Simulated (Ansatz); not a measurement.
MoS2⁻. The state is a doublet with charge -1. Geometry PBE0-D4/def2-TZVPD; atoms count from 1.

Cartesian coordinates in Å:
```
Mo -1.7534 -0.4821 0.8038
S -0.0955 0.2693 -0.2022
S 1.8489 0.2128 -0.6016
```

In the def2 sets Mo takes a core potential; there is no spin–orbit coupling. The charge -1 doublet is spin-contaminated (final ⟨S²⟩ up to 2.00, 0.75 for a pure state). No other spin state of charge -1 was run. The geometry of the doublet was relaxed on an unsound state (⟨S²⟩ 2.00, where a pure state has 0.75). Another isomer (quartet) lies 4.22 eV lower at PBE0-D4/def2-TZVPD; other spin states weren't run for this one.

(1) Estimate the Mulliken populations from the PBE0/def2-TZVPD orbitals of Ansatz.

(2) Where does the spin sit?

(3) And the Mayer bond orders between bonded heavy atoms (over 0.3)?

Results:

(1) 
```csv
atom,charge (e),spin (α − β),d electrons
Mo1,-0.48,1.58,4.67
S2,0.08,-0.27,–
S3,-0.60,-0.31,–
```
Mulliken values and Mayer orders depend strongly on the basis. With diffuse functions, as here, like atoms can get unlike values, and bond orders can come out too low or too high.

(2) Summed by element: Mo 1.58, S -0.58, of 1 unpaired in all. Largest on single atoms: Mo1 1.58, S3 -0.31, S2 -0.27.

(3) Mo1–S2 1.41 (2.08 Å); S2–S3 1.21 (1.99 Å). Values over 0.3 also appear between atoms too far apart for a bond (Mo1–S3 0.57 at 3.93 Å); they arise where an orbital or an unpaired electron spreads over both atoms.
